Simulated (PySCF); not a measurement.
Compound: C5H4F2.
SMILES with atom numbers: `[CH2:1]=[C:2]=[C:3]=[CH:4][CH:5]([F:6])[F:7]` (hydrogens: H8, H9 on C1; H10 on C4; H11 on C5)

Jobs on this species (11 atoms, 52 electrons) with PySCF (density fitting). Hardware of each: one thread, Arm Neoverse V2 (aarch64), no GPU, shared host. The host was shared with other jobs, so the times are rough. Peak memory is the resident size of the whole Python process, interpreter and libraries included.

| level and settings | work | basis functions | SCF cycles | wall time | peak memory |
| --- | --- | --- | --- | --- | --- |
| delta-SCF UKS SCAN, def2-TZVP on the ionised atom, pcseg-1 elsewhere, spin-free X2C | ΔSCF core ionisation, 6 holes | 135 | ? | ? | ? |
| delta-SCF UKS SCAN, pcX-2 on the ionised atom, pcseg-1 elsewhere, non-relativistic | ΔSCF core ionisation, 6 holes | 149 | ? | ? | ? |
| delta-SCF UKS PBE0, pcX-2 on the ionised atom, pcseg-1 elsewhere, spin-free X2C | ΔSCF core ionisation, 6 holes | 149 | 108 | 39 s | 0.55 GiB |
| delta-SCF UKS B3LYP, pcX-2 on the ionised atom, pcseg-1 elsewhere, spin-free X2C | ΔSCF core ionisation, 6 holes | 149 | 108 | 40 s | 0.55 GiB |
| delta-SCF UKS SCAN, pcX-2 on the ionised atom, pcseg-1 elsewhere, spin-free X2C | ΔSCF core ionisation, 6 holes | 149 | 137 | 33 s | 0.52 GiB |
| PBE0-D3(BJ)/def2-SVP, grid level 1 | geometry optimisation from a GFN2-xTB start shaken at random | 118 | 51 | 29 s | 0.47 GiB |
| delta-SCF UKS PBE, pcX-2 on the ionised atom, pcseg-1 elsewhere, spin-free X2C | ΔSCF core ionisation, 6 holes | 149 | 117 | 19 s | 0.55 GiB |
| delta-SCF UKS SCAN, pcX-1 on the ionised atom, pcseg-1 elsewhere, spin-free X2C | ΔSCF core ionisation, 6 holes | 128 | 137 | 28 s | 0.55 GiB |

Fill in the missing figures.

- delta-SCF UKS SCAN, def2-TZVP on the ionised atom, pcseg-1 elsewhere, spin-free X2C; ΔSCF core ionisation, 6 holes: 31 s, 0.55 GiB, 134 SCF cycles
- delta-SCF UKS SCAN, pcX-2 on the ionised atom, pcseg-1 elsewhere, non-relativistic; ΔSCF core ionisation, 6 holes: 32 s, 0.55 GiB, 137 SCF cycles

What do all jobs in the table cost together?

About 4.2 min; the longest takes about 16 % of that, and about 2.1 times as long as the shortest.
